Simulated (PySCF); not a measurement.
HS, doublet, geometry from GFN2-xTB; R2SCAN/cc-pVDZ in PySCF.

PySCF was given this input:
```python
from pyscf import gto, scf, dft

mol = gto.M(
    atom='''
S    -0.00000000   -0.00000000   -0.07827476
H     0.00000000    0.00000000    1.25239617
''',
    basis='cc-pvdz',
    spin=1,
    verbose=4,
)

mf = dft.UKS(mol)
mf.xc = 'r2scan'
mf.kernel()
```

Output, abridged:

```
PySCF version 2.14.0

[INPUT] verbose = 4
[INPUT] num. atoms = 2
[INPUT] num. electrons = 17
[INPUT] charge = 0
[INPUT] spin (= nelec alpha-beta = 2S) = 1
[INPUT] symmetry False subgroup None
[INPUT] Mole.unit = angstrom
[INPUT] Symbol           X                Y                Z      unit          X                Y                Z       unit  Magmom
[INPUT]  1 S      0.000000000000   0.000000000000  -0.078274760000 AA    0.000000000000   0.000000000000  -0.147917858866 Bohr   0.0
[INPUT]  2 H      0.000000000000   0.000000000000   1.252396170000 AA    0.000000000000   0.000000000000   2.366685760754 Bohr   0.0

nuclear repulsion = 6.36283184958433
number of shells = 8
number of NR pGTOs = 48
number of NR cGTOs = 23
basis = cc-pvdz
ecp = {}

******** <class 'pyscf.dft.uks.UKS'> ********
method = UKS
initial guess = minao
damping factor = 0
level_shift factor = 0
DIIS = <class 'pyscf.scf.diis.CDIIS'>
diis_start_cycle = 1
diis_space = 8
diis_damp = 0
SCF conv_tol = 1e-09
SCF conv_tol_grad = None
SCF max_cycles = 50
direct_scf = True
direct_scf_tol = 1e-13
number electrons alpha = 9  beta = 8
XC library pyscf.dft.libxc version 7.1.2
    S. Lehtola, C. Steigemann, M. J. T. Oliveira, and M. A. L. Marques,  SoftwareX 7, 1–5 (2018)
XC functionals = r2scan
    J. W. Furness, A. D. Kaplan, J. Ning, J. P. Perdew, and J. Sun,  J. Phys. Chem. Lett. 11, 8208–8215 (2020)
    J. W. Furness, A. D. Kaplan, J. Ning, J. P. Perdew, and J. Sun,  J. Phys. Chem. Lett. 11, 9248–9248 (2020)
    J. W. Furness, A. D. Kaplan, J. Ning, J. P. Perdew, and J. Sun,  J. Phys. Chem. Lett. 11, 8208–8215 (2020)
    J. W. Furness, A. D. Kaplan, J. Ning, J. P. Perdew, and J. Sun,  J. Phys. Chem. Lett. 11, 9248–9248 (2020)
radial grids:
    Treutler-Ahlrichs [JCP 102, 346 (1995); DOI:10.1063/1.469408] (M4) radial grids

becke partition: Becke, JCP 88, 2547 (1988); DOI:10.1063/1.454033
pruning grids: <function nwchem_prune>
grids dens level: 3
symmetrized grids: False
atomic radii adjust function: <function treutler_atomic_radii_adjust>
small_rho_cutoff = 0
Set gradient conv threshold to 3.16228e-05
tot grids = 28688
init E= -398.65543647523

cycle= 1 E= -398.708664329542  delta_E= -0.0532  |g|= 0.0746  |ddm|= 0.824
cycle= 2 E= -398.711405265229  delta_E= -0.00274  |g|= 0.0547  |ddm|= 0.151
cycle= 3 E= -398.713462494737  delta_E= -0.00206  |g|= 0.0109  |ddm|= 0.0828
cycle= 4 E= -398.713551706567  delta_E= -8.92e-05  |g|= 0.00232  |ddm|= 0.0141
cycle= 5 E= -398.713555541072  delta_E= -3.83e-06  |g|= 0.000636  |ddm|= 0.00297
cycle= 6 E= -398.713555875263  delta_E= -3.34e-07  |g|= 6.78e-05  |ddm|= 0.000777
cycle= 7 E= -398.713555881778  delta_E= -6.52e-09  |g|= 9.38e-06  |ddm|= 0.000137
cycle= 8 E= -398.713555881951  delta_E= -1.73e-10  |g|= 2.62e-06  |ddm|= 2.54e-05
Extra cycle  E= -398.71355588197  delta_E= -1.88e-11  |g|= 1.33e-06  |ddm|= 9.8e-06
converged SCF energy = -398.71355588197  <S^2> = 0.75474499  2S+1 = 2.0047394
```
